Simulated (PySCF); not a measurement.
Simulated characterisation data

PySCF 2.14 calculation with shieldings: GIAO PBE0/pcSseg-1 and GFN2-xTB geometry; in vacuum, single conformer, averaged over atoms made equivalent by symmetry, fast rotation or ring inversion, no relativistic terms.

Shifts are taken against calculated references (same method and geometry level): $^{1}$H (σ = 31.72 ppm) and $^{13}$C (σ = 186.93 ppm) against TMS. Where no couplings were computed, multiplicities follow the n + 1 count of equivalent neighbours, and m marks all less simple cases (inequivalent or close neighbours, rings, F or P nearby). Shifts are as computed. Against solution values, carbons near 30 ppm lie about +3 ppm off and those near 130 ppm about +5 ppm. Of 1309 compounds with measured shifts, 239 miss one by over three times the rms of a fit or turn the order of signals round; such compounds aren't used in these exercises.

**1.** SMILES C=CN([SiH2]C#N)C(C)=O, C₅H₈N₂OSi. $^{1}$H NMR (600 MHz, computed): δ 6.50 (m, 1H), 5.22 (m, 1H), 5.00 (m, 1H), 4.93 (s, 2H), 2.28 (s, 3H). $^{13}$C{$^{1}$H} NMR (computed): δ 182.8, 138.2, 123.6, 110.1, 21.1.

**2.** `InChI=1S/C5H8N2OSi/c1-3-5(4-6)8-9-7-2/h3H,2,9H2,1H3/b5-3+`. $^{1}$H NMR (600 MHz, computed): δ 9.01 (m, 1H), 8.99 (m, 1H), 6.32 (q, 1H), 5.38 (s, 2H), 2.10 (d, 3H). $^{13}$C{$^{1}$H} NMR (computed): δ 180.0 (CH2), 135.1 (CH), 131.4 (C), 119.6 (C), 17.2 (CH3).
